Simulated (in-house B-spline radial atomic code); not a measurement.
Cs. Computed with a B-spline radial atomic code. Model: non-relativistic spherical atom: semilocal Troullier-Martins pseudo-atom, one channel per l, against all electrons, high spin, G0W0 and RPA with empty states to l = 8, local potential for every l without a channel, a model core (radius 0 = none) keeps its share of the functional.

Without relativity these are model numbers for so heavy an element.

What the tables leave out is listed at the end.

The pseudopotential gives back the lowest level of each angular momentum of its own functional in the configuration it was made in; a second state of the same l is only approximately right. Exact exchange, RPA and GW see the smooth pseudo-orbitals and miss the exchange with the core, for which the functional's share stands in. The column with an uncorrelated core keeps all orbitals and exact exchange, and so separates missing core correlation from pseudisation. Only the three outermost levels and the lowest empty one were computed. RPA here is direct RPA, with no exchange kernel, and its energies carry an (l + 1/2)⁻⁴ tail. A hybrid on a potential with a model core restores only its own semilocal share of the core's exchange.

Command:
```bash
python run_psgw.py task.json out
```
Settings (lengths in bohr, energies in hartree):
```
Z                      55
electrons              55
configuration          [Xe] 6s1
generated_in           [Xe] 6s1
functional             lda,vwn
core_shells            9
radius_factor          1
core_correction        True
ion_configuration      [Kr] 4d10 5s2 5p6
```

Run time, properties included: 78 s on 1 thread of Intel(R) Xeon(R) Platinum 8259CL CPU @ 2.50GHz (Skylake/Cascade Lake), with other jobs on the host.

Given: made with LDA VWN5; model core radius 1.291 bohr; local radius 1.821 bohr; mean-field start LDA VWN5.

Valence shells of the generating configuration: 5s, 5p, 6s.

Channel: s 1.603, p 1.809, d 3.054 (radii in bohr).

Computed: largest level miss in the spin-unpolarised generating configuration 0.017 eV; valence RPA correlation energy all-electron orbitals -0.38628 hartree; all-electron RPA polarisability, core included 234.93 bohr³; pseudo-atom RPA polarisability 231.32 bohr³; ionisation by mean-field all-electron 3.9492 eV; ionisation by mean-field pseudo minus all 0.028 eV; ionisation by RPA all-electron 4.1753 eV.

```json
{"level": "6s up", "occupied": "1", "mean-field all-electron (eV)": "-2.3009", "mean-field pseudo minus all (eV)": "-0.018", "G0W0 all-electron (eV)": "-3.9448", "G0W0 uncorrelated core minus all (eV)": "0.035", "G0W0 pseudo minus all (eV)": "-0.033", "exchange self-energy all-electron (eV)": "-5.2714", "exchange self-energy pseudo (eV)": "-4.9091"}
{"level": "6s down (empty)", "occupied": "0", "mean-field all-electron (eV)": "-1.8588", "mean-field pseudo minus all (eV)": "-0.017", "G0W0 all-electron (eV)": "-0.75265", "G0W0 uncorrelated core minus all (eV)": "0.031", "G0W0 pseudo minus all (eV)": "-0.016", "exchange self-energy all-electron (eV)": "-0.8944", "exchange self-energy pseudo (eV)": "-0.52756"}
```

(1) What is the ionisation by RPA pseudo minus all?

(2) What is the valence RPA correlation energy pseudo?

Given: mean-field start PBE0.

Computed: valence RPA correlation energy all-electron orbitals -0.3532 hartree; pseudo-atom RPA polarisability 214.38 bohr³; ionisation by mean-field all-electron 3.751 eV; ionisation by mean-field pseudo minus all 0.004 eV; ionisation by RPA all-electron 4.0454 eV; ionisation by RPA pseudo minus all -0.001 eV.

```tsv
level	occupied	mean-field all-electron (eV)	mean-field pseudo minus all (eV)	G0W0 all-electron (eV)	G0W0 uncorrelated core minus all (eV)	G0W0 pseudo minus all (eV)	exchange self-energy all-electron (eV)	exchange self-energy pseudo (eV)
6s up	1	-2.5736	-0.004	-3.9872	0.036	0.007	-4.9611	-4.6331
6s down (empty)	0	-1.0097	-0.009	-0.45413	0.036	-0.002	-0.84512	-0.49706
```

(3) What is the all-electron RPA polarisability, core included?

(4) What is the valence RPA correlation energy pseudo?

## Answers

(1) 0.024 eV.

(2) -0.41702 hartree.

(3) 213.45 bohr³.

(4) -0.38172 hartree.

Among the listed levels the largest G0W0 shift of the pseudo-atom is -0.03 eV, for 6s up on the LDA VWN5 start, while leaving the core uncorrelated moves that level by +0.04 eV. The rest, -0.07 eV, comes from pseudisation and the lost core exchange. Not in the tables (levels of low weight, unsolved or above zero; the highest and the empty levels are kept at any weight): on LDA the G0W0 levels 5p down (pseudo minus all -0.03 eV, weights 0.11 and 0.12), 5p up (pseudo minus all +0.22 eV, weights 0.45 and -0.01); on PBE0 the G0W0 levels 5p down (pseudo minus all +0.12 eV, weights 0.41 and 0.37), 5p up (pseudo minus all +0.11 eV, weights 0.40 and 0.37); no Hartree-Fock pseudo-atom is run with a model core.
